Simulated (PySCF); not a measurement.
## SMILES [O-]C#CC#CB(F)F, [C$_{4}$BF$_{2}$O]-, charge -1

Molfile (atoms numbered from 1):
```
C4BF2O
     RDKit          3D

  8  7  0  0  0  0  0  0  0  0999 V2000
    4.0741    0.8368    0.3498 O   0  0  0  0  0  0  0  0  0  0  0  0
    2.8966    0.6022    0.2458 C   0  0  0  0  0  0  0  0  0  0  0  0
    1.6846    0.3588    0.1387 C   0  0  0  0  0  0  0  0  0  0  0  0
    0.3986    0.1025    0.0260 C   0  0  0  0  0  0  0  0  0  0  0  0
   -0.8115   -0.1416   -0.0792 C   0  0  0  0  0  0  0  0  0  0  0  0
   -2.2327   -0.4281   -0.1938 B   0  0  0  0  0  0  0  0  0  0  0  0
   -2.7643   -1.6233   -0.5803 F   0  0  0  0  0  0  0  0  0  0  0  0
   -3.2362    0.4577    0.0685 F   0  0  0  0  0  0  0  0  0  0  0  0
  1  2  1  0
  2  3  3  0
  3  4  1  0
  4  5  3  0
  5  6  1  0
  6  7  1  0
  6  8  1  0
M  CHG  1   1  -1
M  END
```

Method: quadratic response PBE0/def2-SVPD first hyperpolarisability, Taylor convention, gas phase in PySCF 2.14.0. Geometry: GFN2-xTB.

For a gas-phase anion, states above the detachment energy (about 1.6 eV, taken as minus the energy of the highest occupied orbital) lie in the continuum and depend on the basis.

**Question.** Give the tensor of the second harmonic β(−2ω;ω,ω) at 1907 nm in the axes of these coordinates.

**Answer.** In au, Taylor convention; rows are the first index (the induced dipole):
|  | xx | yy | zz | xy | xz | yz |
| --- | --- | --- | --- | --- | --- | --- |
| x | +948.9 | +72.3 | +73.7 | +176.5 | +73.6 | +3.9 |
| y | +176.1 | +30.4 | +13.2 | +74.0 | +4.8 | +2.7 |
| z | +73.5 | +2.8 | +18.8 | +4.8 | +72.7 | +12.9 |

Norm of βᵢ = ⅓ Σⱼ (βᵢⱼⱼ + βⱼᵢⱼ + βⱼⱼᵢ): 1121.2 au, hyper-Rayleigh value 441.8 au.
